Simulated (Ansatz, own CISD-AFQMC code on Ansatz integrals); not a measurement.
CH6Si3, SMILES `C=[Si]1[SiH2][SiH2]1` (charge 0, multiplicity 1).

Z-matrix (Å, degrees):
```
Si
C 1 1.7111
H 2 1.0842 1 121.84
H 2 1.0842 3 116.31 1 179.90
Si 1 2.2969 2 148.86 3 -0.71
H 5 1.4863 1 120.27 2 -72.41
H 5 1.4863 6 111.57 1 -149.12
Si 1 2.2970 2 148.89 3 -179.46
H 8 1.4863 1 120.30 2 72.40
H 8 1.4863 9 111.56 1 149.10
```
Charge 0, spin multiplicity 1.

Frozen-core correlation energies in cc-pVDZ at a geometry from PBE0-D3(BJ)/def2-TZVP, on an HF energy of -908.04540 Ha (<S^2> = 0.00, restricted and unstable towards unrestricted orbitals). Wave-function levels are from Ansatz, the walk from an own CISD-AFQMC code on Ansatz integrals (time step 0.005/Ha, trial state from CCSD amplitudes, largest double 0.13).

| level | correlation energy (mHa) |
|---|---|
| MP2 | -430.1 |
| CCSD | -491.6 |
| CCSD(T) | -512.5 |

Q: What correlation energy does phaseless AFQMC give, and where does it lie among these levels?

A: -516.0 ± 0.4 mHa (one standard error). AFQMC minus each level: MP2 -85.9 mHa, CCSD -24.4 mHa, CCSD(T) -3.5 mHa.
